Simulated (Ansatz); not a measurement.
Stepwise reaction of `[Br][GaH][Br]` with hydrogen chloride, as a gas-phase model of exchange steps in deposition or etching. ΔE in kJ/mol; ΔG adds harmonic PBE0-D4 terms to CCSD(T)/CBS, at 1 bar.

Isolated molecules relaxed with PBE0-D4/def2-TZVP in Ansatz; ΔE leaves out vibrations. CCSD(T)/CBS adds triple-zeta CCSD(T) − MP2 to the extrapolated MP2 energy (def2 sets, frozen cores). This one scheme is used for every species. Functionals use def2-TZVPP. B3LYP here is the variant with VWN-RPA as its local correlation; programs differ in this. For Br, Ga outer-core shells are correlated without core-valence functions, which leaves a few kJ/mol of doubt a bond. Scalar relativity is left out up to krypton.

```json
{"step": "1", "reaction": "`[Br][GaH][Br]` + HCl → `[Cl][GaH][Br]` + HBr", "PBE-D4": "10.7", "B3LYP-D4": "10.3", "ωB97M-V": "9.7", "CCSD(T)/CBS": "11.6", "ΔG(400 K)": "7.7"}
```

**Question.** Give the row of step 2, `[Cl][GaH][Br]` + HCl → `[Cl][GaH][Cl]` + HBr. (Estimate.)

**Answer.** Ansatz gave: 
| step | reaction | PBE-D4 | B3LYP-D4 | ωB97M-V | CCSD(T)/CBS | ΔG(400 K) |
| --- | --- | --- | --- | --- | --- | --- |
| 2 | `[Cl][GaH][Br]` + HCl → `[Cl][GaH][Cl]` + HBr | 10.5 | 10.0 | 9.5 | 11.4 | 12.2 |

**Question.** By hand: ΔE of the 2 steps together at CCSD(T)/CBS.

**Answer.** (11.6) + (11.4) = 23.0 kJ/mol, or 11.5 kJ/mol a step.

In ΔE the steps differ by no more than 0.2 kJ/mol. All are uphill at CCSD(T)/CBS. ΔG lies between 7.7 and 12.2 kJ/mol a step. PBE-D4 differs from CCSD(T)/CBS by -0.9 to -0.9 kJ/mol a step. Isolated molecules leave out the surface, adducts and barriers. Largest T1 diagnostic: 0.011.
